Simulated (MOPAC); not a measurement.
Input for MOPAC: PM3 on GaH3O (SMILES [OH][GaH2]), a point of a bond scan (R = 1.154 Å).

```
PM3 1SCF PRECISE CHARGE=0 THREADS=1
GaH3O

Ga    -0.22521905 1    -0.28436532 1     0.02581913 1
H      0.06027017 1    -1.29718128 1     1.17225298 1
H     -1.35945454 1    -0.30870479 1    -1.05292543 1
O      0.93817677 1     1.08727522 1    -0.02402144 1
H      0.74303738 1     1.85015589 1    -0.86825474 1
```

It printed:

```
*******************************************************************************
 **                                                                           **
 **                              MOPAC v23.2.5                                **
 **                                                                           **
 *******************************************************************************
 ** MOPAC's Digital Object Identifier: https://doi.org/10.5281/zenodo.6511958 **
 **                                                                           **
 ** Please cite the open-source release paper for use of this MOPAC version:  **
 ** J. E. Moussa and J. J. P. Stewart (2026)                                  **
 ** MOPAC: An open-source semiempirical molecular orbital program             **
 ** J. Open Source Softw., 11(119), 8025, https://doi.org/10.21105/joss.08025 **
 *******************************************************************************

                              PM3 CALCULATION RESULTS

 *******************************************************************************
 *  PM3        - The PM3 Hamiltonian to be used
 *
 *
 *
 *                 CHARGE ON SYSTEM = 0
 *
 *
 *
 *  PRECISE    - TIGHTER CRITERIA TO BE USED
 *  1SCF       - DO 1 SCF AND THEN STOP
 *  THREADS=1  - MULTI-THREADING NOT USED
 *  T=         - A TIME OF 172800.0 SECONDS REQUESTED
 *  DUMP=N     - RESTART FILE WRITTEN EVERY 7200.0 SECONDS REQUESTED
 *******************************************************************************
PM3 1SCF PRECISE CHARGE=0 THREADS=1
 GaH3O

   ATOM   CHEMICAL          X               Y               Z
  NUMBER   SYMBOL      (ANGSTROMS)     (ANGSTROMS)     (ANGSTROMS)

     1      Ga         -0.22521905  *  -0.28436532  *   0.02581913  *
     2       H          0.06027017  *  -1.29718128  *   1.17225298  *
     3       H         -1.35945454  *  -0.30870479  *  -1.05292543  *
     4       O          0.93817677  *   1.08727522  *  -0.02402144  *
     5       H          0.74303738  *   1.85015589  *  -0.86825474  *



          CARTESIAN COORDINATES

    NO.       ATOM           X           Y           Z

     1        Ga         -0.2252     -0.2844      0.0258
     2         H          0.0603     -1.2972      1.1723
     3         H         -1.3595     -0.3087     -1.0529
     4         O          0.9382      1.0873     -0.0240
     5         H          0.7430      1.8502     -0.8683

  H: (PM3): J. J. P. STEWART, J. COMP. CHEM. 10, 209 (1989).
  O: (PM3): J. J. P. STEWART, J. COMP. CHEM. 10, 209 (1989).
 Ga: (PM3): J. J. P. STEWART, J. COMP. CHEM. 12, 320-341 (1991).

           Empirical Formula: H3 O Ga  =     5 atoms



      MOLECULAR POINT GROUP   :   Cs


      RHF CALCULATION, NO. OF DOUBLY OCCUPIED LEVELS = 6


 -------------------------------------------------------------------------------
 PM3 1SCF PRECISE CHARGE=0 THREADS=1
 GaH3O



     1SCF WAS SPECIFIED, SO BFGS WAS NOT USED
     SCF FIELD WAS ACHIEVED


                              PM3 CALCULATION
                                                       MOPAC v23.2.5 Linux




          FINAL HEAT OF FORMATION =         39.06621 KCAL/MOL =     163.45304 KJ/MOL


          COSMO AREA              =         80.42 SQUARE ANGSTROMS
          COSMO VOLUME            =         61.65 CUBIC ANGSTROMS

          IONIZATION POTENTIAL    =         10.896730 EV
          HOMO LUMO ENERGIES (EV) =        -10.897 -2.470
          NO. OF FILLED LEVELS    =          6
          MOLECULAR WEIGHT        =         88.7581         POINT GROUP:  Cs

          MOLECULAR DIMENSIONS (Angstroms)

            Atom       Atom       Distance
            H     5    H     2     3.81255
            O     4    H     3     2.69443
            H     3   Ga     1     0.00000


          SCF CALCULATIONS        =          1





   ATOM   CHEMICAL          X               Y               Z
  NUMBER   SYMBOL      (ANGSTROMS)     (ANGSTROMS)     (ANGSTROMS)

     1      Ga         -0.22521905  *  -0.28436532  *   0.02581913  *
     2       H          0.06027017  *  -1.29718128  *   1.17225298  *
     3       H         -1.35945454  *  -0.30870479  *  -1.05292543  *
     4       O          0.93817677  *   1.08727522  *  -0.02402144  *
     5       H          0.74303738  *   1.85015589  *  -0.86825474  *

                             CARTESIAN COORDINATES

   1   Ga       -0.225219050    -0.284365320     0.025819130
   2    H        0.060270170    -1.297181280     1.172252980
   3    H       -1.359454540    -0.308704790    -1.052925430
   4    O        0.938176770     1.087275220    -0.024021440
   5    H        0.743037380     1.850155890    -0.868254740


           Empirical Formula: H3 O Ga  =     5 atoms



      MOLECULAR POINT GROUP   :   Cs


                  EIGENVALUES
 -33.37352 -18.04683 -14.98546 -11.60039 -11.59798 -10.89673  -2.46953  -1.70605
  -0.19250  -0.11706   3.61875


              NET ATOMIC CHARGES AND DIPOLE CONTRIBUTIONS

  ATOM NO.   TYPE          CHARGE      No. of ELECS.   s-Pop       p-Pop
    1         Ga           0.522587        2.4774     1.14121     1.33621
    2          H          -0.026632        1.0266     1.02663
    3          H          -0.069687        1.0697     1.06969
    4          O          -0.605545        6.6055     1.83842     4.76713
    5          H           0.179276        0.8207     0.82072
 DIPOLE           X         Y         Z       TOTAL
 POINT-CHG.    -2.207    -2.014    -0.410     3.016
 HYBRID         0.409     0.978    -0.444     1.149
 SUM           -1.798    -1.035    -0.854     2.244


          ATOMIC ORBITAL ELECTRON POPULATIONS

     Atom    s        px        py        pz
    1 Ga   1.14121   0.38786   0.32741   0.62094
    2  H   1.02663
    3  H   1.06969
    4  O   1.83842   1.76977   1.51283   1.48452
    5  H   0.82072

 **********************
 *                    *
 * JOB ENDED NORMALLY *
 *                    *
 **********************




 == MOPAC DONE ==
```

The run finished.

Cost: about 0.03 core-seconds (a rough figure).
